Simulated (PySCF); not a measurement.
borazine cation (B3H6N3), SMILES N1BNBNB1 (connectivity only; charge and spin as stated), charge +1, multiplicity 2. Atoms are numbered in the order given.

```xyz
12

B     -0.0603     0.7179     1.3086
N      0.0837    -0.7035     1.2554
B     -0.0370    -1.4081     0.0000
N      0.0837    -0.7035    -1.2554
B     -0.0603     0.7179    -1.3086
N      0.0060     1.3793     0.0000
H     -0.1766     1.3392     2.3361
H      0.0920    -1.2287     2.1377
H     -0.4546    -2.5589     0.0000
H      0.0920    -1.2287    -2.1377
H     -0.1766     1.3392    -2.3361
H      0.1984     2.3938     0.0000
```
Charge +1, spin multiplicity 2.

Coordinates come from a PBE-D3(BJ)/def2-SVP optimisation. The geometry has at least one imaginary mode, so it is a saddle point at that level. The spin state was assumed, not searched.

Two levels are set side by side: PBE/pcH-1 (PySCF) and B3LYP/pcH-1 (PySCF). Contact hyperfine couplings, same geometry. Differences are taken from unrounded values.

```csv
quantity,B3LYP
"A(iso) of 11B, atom B1 (MHz)",-24.2
"A(iso) of 14N, atom N2 (MHz)",6.4
"A(iso) of 11B, atom B3 (MHz)",-12.4
"A(iso) of 14N, atom N4 (MHz)",6.4
"A(iso) of 11B, atom B5 (MHz)",-24.2
"A(iso) of 14N, atom N6 (MHz)",22.9
"A(iso) of 1H, atom H7 (MHz)",26.8
"A(iso) of 1H, atom H8 (MHz)",-6.2
"A(iso) of 1H, atom H9 (MHz)",117.5
"A(iso) of 1H, atom H10 (MHz)",-6.2
"A(iso) of 1H, atom H11 (MHz)",26.8
"A(iso) of 1H, atom H12 (MHz)",-37.3
```

What does PBE give, and how far is it from B3LYP? (An estimate is asked for; the answer gives what the named calculation found.)


| quantity | PBE | PBE minus B3LYP |
|---|---|---|
| A(iso) of 11B, atom B1 (MHz) | -18.8 | 5.3 |
| A(iso) of 14N, atom N2 (MHz) | 3.5 | -2.9 |
| A(iso) of 11B, atom B3 (MHz) | -7.4 | 5.0 |
| A(iso) of 14N, atom N4 (MHz) | 3.5 | -2.9 |
| A(iso) of 11B, atom B5 (MHz) | -18.8 | 5.3 |
| A(iso) of 14N, atom N6 (MHz) | 13.9 | -8.9 |
| A(iso) of 1H, atom H7 (MHz) | 37.7 | 10.9 |
| A(iso) of 1H, atom H8 (MHz) | -2.4 | 3.8 |
| A(iso) of 1H, atom H9 (MHz) | 165.1 | 47.5 |
| A(iso) of 1H, atom H10 (MHz) | -2.4 | 3.8 |
| A(iso) of 1H, atom H11 (MHz) | 37.7 | 10.9 |
| A(iso) of 1H, atom H12 (MHz) | -22.7 | 14.6 |

Rough cost on one machine, each run with all the roots and properties that it gave: B3LYP against PBE within a factor of 2.
